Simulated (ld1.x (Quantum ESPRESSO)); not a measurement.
# Varying the TM potential for F (Z = 9)

Base potential:

```
Element                 : fluorine
Generator               : ld1.x (Quantum ESPRESSO) 7.5
Type                    : norm-conserving Troullier–Martins (Kleinman–Bylander form)
Functional              : PBE
Relativity              : scalar-relativistic
Frozen core             : [He]
Valence charge          : 7
Reference configuration : 2s2 2p4.5 (charge +0.5)
Partial waves           : 2p (bound): rc 1.50 bohr; 2s (bound): rc 0.70 bohr
Local potential         : the s channel
Core correction         : none
```

Cutoffs, loose and tight: the cutoffs (Ry, on a coarse ladder) from which the occupation-weighted sum of valence levels, in a spherical-Bessel basis at the reference potential, stays within 10 and 1 mRy of its value at 400 Ry. They do not see the model core or the augmentation charge, which bear on the density cutoff. Test errors are all-electron minus pseudo excitation energies from the reference, over the configurations 2s2 2p5; 2s2 2p4; 2s2 2p3; 2s1 2p5; 2s2 2p5.3; 2s2 2p1; 2s1 2p6. A dash means not determined; rows that change the core or the reference have their own tests.

| change | outcome | cutoff, loose | cutoff, tight | bound ghosts | largest test error (meV) |
| --- | --- | --- | --- | --- | --- |
| base | generated | 140 Ry | 260 Ry | none | +2642 |
| wave 2s (bound): rc 0.70 bohr becomes 2s (bound): rc 0.46 bohr | generated | over 300 Ry | over 300 Ry | none | +2801 |
| wave 2s (bound): rc 0.70 bohr becomes 2s (bound): rc 0.56 bohr | generated | 200 Ry | 300 Ry | none | +2665 |
| wave 2s (bound): rc 0.70 bohr becomes 2s (bound): rc 0.62 bohr | generated | 160 Ry | 260 Ry | none | +2638 |
| wave 2s (bound): rc 0.70 bohr becomes 2s (bound): rc 0.68 bohr | generated | 140 Ry | 260 Ry | none | +2636 |
| wave 2s (bound): rc 0.70 bohr becomes 2s (bound): rc 0.80 bohr | generated | 140 Ry | 230 Ry | none | +2683 |
| wave 2s (bound): rc 0.70 bohr becomes 2s (bound): rc 0.86 bohr | generated | 100 Ry | 200 Ry | none | +2732 |
| wave 2s (bound): rc 0.70 bohr becomes 2s (bound): rc 0.96 bohr | generated | 80 Ry | 160 Ry | none | +2822 |
| wave 2s (bound): rc 0.70 bohr becomes 2s (bound): rc 1.04 bohr | generated | 70 Ry | 140 Ry | none | +2910 |

Reading the sweep of the s radius (base included, trends over the rows without a ghost): The loose cutoff falls from 200 Ry at 0.56 to 70 Ry at 1.04 bohr. A larger radius leaves more room for a smooth pseudo-wave, so fewer plane waves are needed; a smaller one forces it to follow the all-electron wave where it bends sharply. The median size of the test errors (rows with all tests solved) is not monotonic: lowest 8.9 meV at 0.46 bohr, highest 40.3 meV at 0.68 bohr.
